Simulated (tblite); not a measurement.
Isomers of C3H10OSi2. Method: GFN2-xTB as coded in tblite; computed harmonic values from a numerical Hessian at the method's own geometry, unscaled. This tight-binding method is rough: wavenumbers can miss measured ones by several per cent, in bad cases by 10 to 20. Modes of hydrogen on silicon can be 10 to 20 % off. One conformer each.

Electronic energies: GFN2-xTB at the same geometries; isomer energies are rough at this level and their order can be wrong.

```tsv
SMILES	electronic energy, lowest = 0 (kcal/mol)
O=CCC[SiH2][SiH3]	45.9
C=C(C[SiH3])O[SiH3]	0.0
[SiH3]OC1C[SiH2]C1	1.8
```

Q: How do GFN2-xTB zero-point energies change the relative energies?

A: 
```json
{"SMILES": "C=C(C[SiH3])O[SiH3]", "ZPE (kcal/mol)": "69.8", "of it from modes above 1550 cm⁻¹": "39.4", "electronic (kcal/mol)": "0.0", "with ZPE, lowest = 0 (kcal/mol)": "0.0", "lowest mode (cm⁻¹)": "12i", "rings": "0"}
{"SMILES": "[SiH3]OC1C[SiH2]C1", "ZPE (kcal/mol)": "72.7", "of it from modes above 1550 cm⁻¹": "37.5", "electronic (kcal/mol)": "1.8", "with ZPE, lowest = 0 (kcal/mol)": "4.7", "lowest mode (cm⁻¹)": "52", "rings": "1"}
{"SMILES": "O=CCC[SiH2][SiH3]", "ZPE (kcal/mol)": "71.2", "of it from modes above 1550 cm⁻¹": "39.1", "electronic (kcal/mol)": "45.9", "with ZPE, lowest = 0 (kcal/mol)": "47.4", "lowest mode (cm⁻¹)": "68", "rings": "0"}
```

The zero-point energies span 2.9 kcal/mol, from `C=C(C[SiH3])O[SiH3]` to `[SiH3]OC1C[SiH2]C1`. Slightly imaginary modes are left out of the zero-point energy: `C=C(C[SiH3])O[SiH3]` 12.3i cm⁻¹. The order is unchanged.
